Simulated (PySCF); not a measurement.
Cu(F) cation (CuF), SMILES [Cu][F] (connectivity only; charge and spin as stated), charge +1, multiplicity 2.

Geometry optimised at PBE0-D3(BJ)/def2-TZVPD. The multiplicity is an assumed one; other spin states were not compared.

All values below come from PBE0-D3(BJ)/def2-TZVPD (PySCF).

Frequencies are harmonic and unscaled.

```json
[
 {"mode": "1", "ν (cm⁻¹)": "699", "IR (km/mol)": "4.9", "moving atoms (share of kinetic energy)": "F 77 %, Cu 23 %"}
]
```
